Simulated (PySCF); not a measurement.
Ionisation energy of Cd³⁵⁺ by level of theory

Cd³⁵⁺ [Ne] 3s2 3p1 (2P) → Cd³⁶⁺ [Ne] 3s2 (1S), as a difference of total energies. Calculation: PySCF 2.14, in an even-tempered Gaussian basis (16 s from 5.3 bohr⁻², ratio 2.5; 10 p from 6.9 bohr⁻², ratio 2.5; 4 d from 29 bohr⁻², ratio 2.7; 4 f from 43 bohr⁻², ratio 2.7); the non-relativistic Hamiltonian (point nucleus). Correlated levels: outer shells: 1s2 frozen; virtual orbitals above 40 to 60 times the deepest correlated orbital energy dropped. The calculations carry no spin-orbit coupling.

```csv
method,ionisation energy (eV)
UHF,2210.7
MP2 (outer shells),2211.0
SCS-MP2 (outer shells),2210.8
CCSD (outer shells),2210.8
CCSD(T) (outer shells),2210.8
```

A first-order spin-orbit estimate (lowest level to lowest level, LS coupling) adds 25.975 eV.

The gap to the reference is mostly relativistic.

For comparison: 2250 ± 10 eV (semi-empirical (NIST evaluation); NIST Atomic Spectra Database, ionization energies).
